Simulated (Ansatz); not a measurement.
The first iterations of a band of Cl4Ge + HO (7 atoms, charge 0, multiplicity 2).

Method: Ansatz 0.2.0, UHF/def2-SVP.

```
movable images  : 5
climbing image  : yes
spring          : 5.0 eV/Å²
optimiser       : quadratic models (default)
start path      : through a guess of the saddle point
force threshold : 0.2 eV/Å
iteration limit : 60
end points      : relaxed
```

Image 0:

```xyz
7
Properties=species:S:1:pos:R:3
Ge 0.053 0.084 -0.167
Cl 0.278 0.444 1.917
Cl 1.968 -0.059 -1.069
Cl -1.034 1.681 -1.045
Cl -1.004 -1.737 -0.449
O -0.223 -0.346 5.427
H -0.549 -0.868 4.694
```

Image 6:

```xyz
7
Properties=species:S:1:pos:R:3
Ge -0.398 0.430 0.095
Cl 1.106 0.108 4.295
Cl 1.720 0.098 -0.106
Cl -1.142 1.159 -1.799
Cl -1.339 -1.490 0.452
O -0.085 -0.102 3.145
H -0.375 -1.004 3.226
```

| iteration | highest image above the first end (eV) | largest band force component (eV/Å) |
| --- | --- | --- |
| 1 | 85.211 | 417.862 |
| 2 | 74.168 | 359.150 |
| 3 | 31.584 | 144.639 |
| 4 | 17.955 | 89.536 |
| 5 | 9.583 | 41.976 |
| 6 | 6.553 | 21.441 |
| 7 | 5.122 | 11.342 |
| 8 | 4.873 | 9.444 |

Question: Does the band converge within its limit, and where does its top end?

Answer: It converged. It ended after 26 iterations with the highest image 2.982 eV above the first end. The threshold of 0.2 eV/Å is loose, so the images may lie well off the minimum-energy path. A structure lower than the first end lies on the path between it and the top, so the climb from that side starts below the end, which may itself be a saddle point or a shallow side well. Neighbouring images differ by up to 3.0 eV, so the band resolves the path poorly. The order of the point at the top wasn't checked.

Time of the run: 12 min on 4 threads of Arm Neoverse V1, on a shared host, peak memory 0.87 GiB.
